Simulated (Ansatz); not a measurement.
A structure relaxed at r2SCAN-D4/def2-TZVP in Ansatz, charge 0, singlet:

Cartesian coordinates in Å:
```
Ge 0.271 0.843 0.143
H 0.072 1.357 1.576
H -0.197 1.868 -0.899
C -0.436 -0.937 -0.146
H -1.518 -0.947 -0.003
H 0.018 -1.633 0.560
H -0.212 -1.265 -1.161
F 2.002 0.715 -0.071
```

(1) Give its formula, name or SMILES and point group.

(2) Summarise the bond lengths by kind (pairs closer than 1.2 times the sum of covalent radii, bridged metal pairs left out).

## Answers

(1) GeH2MeF (CH5FGe). Point group Cs (tolerance 0.1 Å).

(2) 1 × F–Ge 1.75 Å; 1 × C–Ge 1.94 Å; 3 × C–H 1.09 Å; 2 × Ge–H 1.54 Å.
